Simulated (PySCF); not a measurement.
## Spinor energies of Ho⁴⁺ (holmium, charge +4)

Start: [Xe] 4f9; 4f5/2 filled at m_j = -5/2, -3/2, -1/2, +1/2, +3/2, +5/2; 4f7/2 filled at m_j = +3/2, +5/2, +7/2. Calculated with PySCF 2.14 in x2c-QZVPPall-2c (16s16p12d6f4g1h, 213 functions): generalised Hartree-Fock with the X2C-1e Hamiltonian and a Gaussian nucleus; one run each with spin-orbit coupling (SO) switched off, then screened by Boettger's factors.

```json
{"spinor shell": "1s1/2", "electrons": "2", "ε, spin-free (eV)": "-55954.3", "ε, screened SO (eV)": "-55942.2", "weight of nominal j (screened SO)": "1.000", "rms radius, screened SO (bohr)": "0.0236"}
{"spinor shell": "2s1/2", "electrons": "2", "ε, spin-free (eV)": "-9532.8", "ε, screened SO (eV)": "-9528.9", "weight of nominal j (screened SO)": "1.000", "rms radius, screened SO (bohr)": "0.0952"}
{"spinor shell": "2p1/2", "electrons": "2", "ε, spin-free (eV)": "-8447.8", "ε, screened SO (eV)": "-9054.1", "weight of nominal j (screened SO)": "1.000", "rms radius, screened SO (bohr)": "0.0814"}
{"spinor shell": "2p3/2", "electrons": "4", "ε, spin-free (eV)": "-8447.8", "ε, screened SO (eV)": "-8192.1", "weight of nominal j (screened SO)": "1.000", "rms radius, screened SO (bohr)": "0.0881"}
{"spinor shell": "3s1/2", "electrons": "2", "ε, spin-free (eV)": "-2227.7", "ε, screened SO (eV)": "-2226.5", "weight of nominal j (screened SO)": "1.000", "rms radius, screened SO (bohr)": "0.245"}
{"spinor shell": "3p1/2", "electrons": "2", "ε, spin-free (eV)": "-1889.6", "ε, screened SO (eV)": "-2018.7", "weight of nominal j (screened SO)": "1.000", "rms radius, screened SO (bohr)": "0.236"}
{"spinor shell": "3p3/2", "electrons": "4", "ε, spin-free (eV)": "-1889.6", "ε, screened SO (eV)": "-1834.2", "weight of nominal j (screened SO)": "1.000", "rms radius, screened SO (bohr)": "0.250"}
{"spinor shell": "3d3/2", "electrons": "4", "ε, spin-free (eV)": "-1458.3", "ε, screened SO (eV)": "-1482.4", "weight of nominal j (screened SO)": "0.998", "rms radius, screened SO (bohr)": "0.223"}
{"spinor shell": "3d5/2", "electrons": "6", "ε, spin-free (eV)": "-1458.3", "ε, screened SO (eV)": "-1441.1", "weight of nominal j (screened SO)": "0.998", "rms radius, screened SO (bohr)": "0.226"}
{"spinor shell": "4s1/2", "electrons": "2", "ε, spin-free (eV)": "-510.91", "ε, screened SO (eV)": "-510.50", "weight of nominal j (screened SO)": "1.000", "rms radius, screened SO (bohr)": "0.550"}
{"spinor shell": "4p1/2", "electrons": "2", "ε, spin-free (eV)": "-396.62", "ε, screened SO (eV)": "-427.53", "weight of nominal j (screened SO)": "0.988", "rms radius, screened SO (bohr)": "0.564"}
{"spinor shell": "4p3/2", "electrons": "4", "ε, spin-free (eV)": "-396.62", "ε, screened SO (eV)": "-383.14", "weight of nominal j (screened SO)": "0.994", "rms radius, screened SO (bohr)": "0.594"}
{"spinor shell": "4d3/2", "electrons": "4", "ε, spin-free (eV)": "-238.65", "ε, screened SO (eV)": "-248.02", "weight of nominal j (screened SO)": "0.812", "rms radius, screened SO (bohr)": "0.634"}
{"spinor shell": "4d5/2", "electrons": "6", "ε, spin-free (eV)": "-238.65", "ε, screened SO (eV)": "-232.06", "weight of nominal j (screened SO)": "0.875", "rms radius, screened SO (bohr)": "0.643"}
{"spinor shell": "5s1/2", "electrons": "2", "ε, spin-free (eV)": "-109.22", "ε, screened SO (eV)": "-109.14", "weight of nominal j (screened SO)": "1.000", "rms radius, screened SO (bohr)": "1.32"}
{"spinor shell": "5p1/2", "electrons": "2", "ε, spin-free (eV)": "-77.343", "ε, screened SO (eV)": "-82.236", "weight of nominal j (screened SO)": "0.968", "rms radius, screened SO (bohr)": "1.44"}
{"spinor shell": "5p3/2", "electrons": "4", "ε, spin-free (eV)": "-77.343", "ε, screened SO (eV)": "-75.216", "weight of nominal j (screened SO)": "0.984", "rms radius, screened SO (bohr)": "1.53"}
{"spinor shell": "4f5/2", "electrons": "6", "ε, spin-free (eV)": "-70.249", "ε, screened SO (eV)": "-69.837", "weight of nominal j (screened SO)": "0.728", "rms radius, screened SO (bohr)": "0.809"}
{"spinor shell": "4f7/2", "electrons": "3", "ε, spin-free (eV)": "-70.249", "ε, screened SO (eV)": "-70.805", "weight of nominal j (screened SO)": "0.795", "rms radius, screened SO (bohr)": "0.807"}
```

```csv
quantity,spin-free,screened SO
E (hartree),-12604.55065,-12614.48762
M_J,15/2,15/2
⟨J²⟩,63.760,63.772
⟨L²⟩,30.006,30.772
⟨S²⟩,8.754,8.556
```

Each row is a mean over spinors that exchange with the open shell spreads, by up to 17.185 eV (4d5/2).

Rows whose weight is well below 1 are mixtures of j = l ± 1/2: exchange outweighs spin-orbit coupling there, and the label is only the starting occupation.

Breit and QED terms are absent; they matter most for the inner s and p1/2 levels.

Densities and radii are taken from the X2C orbitals without a picture-change correction, which distorts them close to the nucleus.

Without spin-orbit coupling the j labels of p, d and f shells carry no meaning; the spin-free column gives the mean over the occupied spinors of each nl shell.
